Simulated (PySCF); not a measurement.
Input file for PySCF: U-B3LYP/LANL2DZ on C2H6Zn (SMILES C[CH2][ZnH]), a point of a bond scan (R = 1.313 Å).

```python
from pyscf import gto, scf, dft, mp
from pyscf.data.elements import chemcore

mol = gto.M(
    atom='''
    Zn   -0.10398068    0.14810832    0.83353139
    H    -0.34502961    0.86439028    2.18452390
    C     0.20220802   -0.76013951   -0.88503749
    C     0.18421590    0.15106074   -2.12117922
    H    -0.70637799   -1.70077787   -1.00719469
    H     1.16178570   -1.28259314   -0.81912726
    H     0.95366748    0.92470169   -2.06784846
    H    -0.77469446    0.66151920   -2.23669242
    H     0.36009488   -0.41279036   -3.04266189
    ''',
    basis='lanl2dz',
    ecp={'Zn': 'lanl2dz'},
    charge=0, spin=0, verbose=3, max_memory=1800)
mf = dft.UKS(mol, xc='b3lyp')
mf.conv_tol = 1e-8
mf.max_cycle = 100
mf.init_guess_breaksym = True
mf.kernel()
if not mf.converged:
    mf = mf.newton().run(mf.mo_coeff, mf.mo_occ)
for _ in range(4):
    mo, _, stable, _ = mf.stability(return_status=True)
    if stable:
        break
    mf.kernel(mf.make_rdm1(mo, mf.mo_occ))
```

Question: What total energy does the run end on?

Answer: -145.3455 hartree.
